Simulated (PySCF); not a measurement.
Species: C₂H₇FSi₂.
SMILES: `F[SiH]1C[SiH2]C1`

The closed-shell ground state was solved at several levels (PySCF, density fitting, gas phase, non-relativistic). Geometry: PBE0-D3(BJ)/def2-SVP; no solvent, vibrations or thermal averaging.

```json
{"level": "PBE/def2-SVPD", "basis functions": "167", "HOMO (eV)": "-6.77", "LUMO (eV)": "-0.90", "gap (eV)": "5.87", "dipole (D)": "1.57"}
{"level": "PBE0/def2-SVPD", "basis functions": "167", "HOMO (eV)": "-7.99", "LUMO (eV)": "-0.03", "gap (eV)": "7.96", "dipole (D)": "1.68"}
{"level": "PBE0/aug-cc-pVDZ", "basis functions": "186", "HOMO (eV)": "-7.94", "LUMO (eV)": "-0.20", "gap (eV)": "7.74", "dipole (D)": "1.63"}
{"level": "PBE0/6-31G*", "basis functions": "92", "HOMO (eV)": "-7.80", "LUMO (eV)": "0.46", "gap (eV)": "8.26", "dipole (D)": "1.49"}
{"level": "BHandHLYP/def2-SVPD", "basis functions": "167", "HOMO (eV)": "-9.14", "LUMO (eV)": "0.82", "gap (eV)": "9.96", "dipole (D)": "1.77"}
{"level": "CAM-B3LYP/pcSseg-2", "basis functions": "292", "HOMO (eV)": "-9.31", "LUMO (eV)": "0.85", "gap (eV)": "10.16", "dipole (D)": "1.69"}
{"level": "PBE0/def2-TZVPD", "basis functions": "263", "HOMO (eV)": "-7.97", "LUMO (eV)": "-0.12", "gap (eV)": "7.85", "dipole (D)": "1.58"}
{"level": "HF/def2-SVPD", "basis functions": "167", "HOMO (eV)": "-10.92", "LUMO (eV)": "2.45", "gap (eV)": "13.37", "dipole (D)": "1.83"}
```

Question: What might PBE0/STO-3G (40 basis functions) give for the same quantities?

Answer: HOMO -4.76 eV, LUMO 7.33 eV, gap 12.09 eV, dipole 0.80 D.

Question: Over all these levels, which gives the widest orbital gap and which the narrowest?

Answer: HF/def2-SVPD (Hartree–Fock, all exact exchange) has the widest, 13.37 eV, and PBE/def2-SVPD (GGA) the narrowest, 5.87 eV. The two share the basis. From the narrowest to the widest the HOMO moves by -4.15 eV and the LUMO by +3.35 eV.

Question: How much does the basis alone move the frontier levels among the 5 PBE0 rows (the withheld one included)?

Answer: The HOMO by 3.23 eV and the LUMO by 7.53 eV. By rising basis size (HOMO, LUMO in eV): STO-3G -4.76, 7.33; 6-31G* -7.80, 0.46; def2-SVPD -7.99, -0.03; aug-cc-pVDZ -7.94, -0.20; def2-TZVPD -7.97, -0.12.

Question: In the def2-SVPD basis, how does the gap go with the fixed share of exact exchange?

Answer: PBE (0 %) 5.87 eV; PBE0 (25 %) 7.96 eV; BHandHLYP (50 %) 9.96 eV; HF (100 %) 13.37 eV. Each rise in the share widens the gap here.

Question: How far do the dipole and the HOMO energy spread over the levels?

Answer: The dipole runs from 0.80 to 1.83 D (mean 1.56 D) and the HOMO from -10.92 to -4.76 eV.
